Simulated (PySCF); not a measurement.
Polarisability and C₆ of I⁺ (iodine, charge +1)

[Kr] 4d10 5s2 5p4, high-spin 3P determinant. Computed with PySCF 2.14 in x2c-QZVPPall with one added diffuse shell each of s, p, d, f type (14s10p8d5f1g, 128 functions), with scalar relativity by spin-free X2C-1e. Coupled (time-dependent) response in atomic units; α is the mean over directions.

| method | mean α (bohr³) | α xx, yy, zz | C₆ (like pair) | S(−4) |
| --- | --- | --- | --- | --- |
| PBE0 | 20.22 | 19.72, 21.23, 19.72 | 175.4 | 75.69 |

S(−4) is the Cauchy moment in α(ω) = α(0) + S(−4) ω² + …

Spin-orbit coupling is absent.

α(iu) at PBE0:

| u (hartree) | α(iu) (bohr³) |
| --- | --- |
| 0 | 20.22 |
| 0.0500 | 20.04 |
| 0.100 | 19.50 |
| 0.200 | 17.65 |
| 0.300 | 15.32 |
| 0.500 | 11.01 |
| 0.750 | 7.391 |
| 1.00 | 5.259 |
| 1.50 | 3.123 |
| 2.00 | 2.135 |
| 3.00 | 1.236 |
| 5.00 | 0.5918 |

A single London oscillator, α(iu) = α/(1 + u²/ω²), gives C₆ = (3/4) ω α². Matching the computed C₆ needs ω = 4 × 175.4 / (3 × 20.22²) = 0.572 hartree.

For an ion, C₆ is the dispersion term alone; charge-induced terms of lower order in 1/R come first.

The components differ because the open shell of this determinant is not spherical; for a pure term their mean is the scalar polarisability.
